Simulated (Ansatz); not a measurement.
`C=CCOC=C` + `BN[SiH3]` → `BN([SiH3])C=C` + `C=COC`  (substitution at a C–C bond)

Calculated with Ansatz (gas phase, PBE0-D4/def2-TZVP geometries, no zero-point term in ΔE). CCSD(T)/CBS is the MP2 limit (def2-TZVPP, def2-QZVPP) plus CCSD(T) − MP2 in def2-TZVPP, frozen cores. Each species was taken in one conformer, which may not be the lowest.

`C=CCOC=C`:

Z-matrix (Å, degrees):
```
C
C 1 1.487
O 1 1.416 2 108.5
H 1 1.100 2 110.5 3 -119.3
H 1 1.097 2 111.0 3 121.2
C 2 1.324 1 123.8 3 -129.5
H 2 1.087 1 115.7 3 51.9
C 3 1.344 1 116.4 2 -178.2
H 6 1.086 2 121.4 1 2.1
H 6 1.083 2 121.6 1 -177.7
C 8 1.330 3 128.2 1 -0.6
H 8 1.085 3 110.1 1 179.5
H 11 1.081 8 123.7 3 -0.1
H 11 1.081 8 118.6 3 180.0
```

`BN[SiH3]`:

```xyz
9

B     0.665    1.060    0.929
N    -0.205    0.009    0.621
Si   -0.393   -0.768   -0.930
H     1.370    1.501    0.067
H     0.690    1.500    2.043
H    -0.784   -0.335    1.375
H    -0.085   -2.219   -0.823
H     0.538   -0.112   -1.875
H    -1.795   -0.637   -1.408
```

`BN([SiH3])C=C`:

```xyz
13

B     0.420   -1.725    0.788
N     0.116   -0.480    0.205
Si   -0.034   -0.309   -1.545
C    -0.073    0.649    1.017
C    -0.363    1.876    0.597
H     0.512   -1.797    1.979
H     0.578   -2.678    0.085
H    -1.395    0.175   -1.888
H     0.212   -1.639   -2.140
H     0.960    0.678   -2.040
H     0.040    0.442    2.077
H    -0.485    2.132   -0.450
H    -0.487    2.675    1.315
```

`C=COC`:

```xyz
10

C     0.394   -1.219   -0.671
C    -0.023   -0.027   -1.090
O    -0.363    1.040   -0.347
C    -0.269    0.885    1.049
H     0.512   -1.478    0.372
H     0.629   -1.974   -1.408
H    -0.131    0.202   -2.145
H    -0.578    1.832    1.488
H    -0.929    0.084    1.401
H     0.758    0.657    1.351
```

```
        species  CCSD(T)/def2-TZVPP energy (Eh)
     `C=CCOC=C`                      -270.05126
     `BN[SiH3]`                      -372.16038
`BN([SiH3])C=C`                      -449.40435
        `C=COC`                      -192.80072
```

Q: Work out ΔE.

A: ΔE = (-449.40435) + (-192.80072) − (-270.05126) − (-372.16038) = 0.00657 Eh = +17.2 kJ/mol. CCSD(T)/CBS gives +17.8 kJ/mol.

Largest T1 diagnostic among the species: 0.013.

The D4 term adds −6.7 kJ/mol with B3LYP and −3.4 kJ/mol with PBE0; it sums over pairs of atoms, weighted by their polarisabilities, and B3LYP, whose exchange is more repulsive, gets the larger term. In def2-TZVPP, CCSD(T) changes the Hartree–Fock value by −10.7 kJ/mol (the triples alone add −2.6 kJ/mol) and MP2 by −12.9 kJ/mol. Leaving LDA and LC-ωPBE aside and taking each functional with its dispersion term where it has one, the values, not all of them listed here, spread over 10.8 kJ/mol, from revPBE-D4 to B2PLYP. LDA lies −9.1 kJ/mol from PBE without D4.

B3LYP here is the variant with VWN-RPA as its local correlation; programs differ in this.
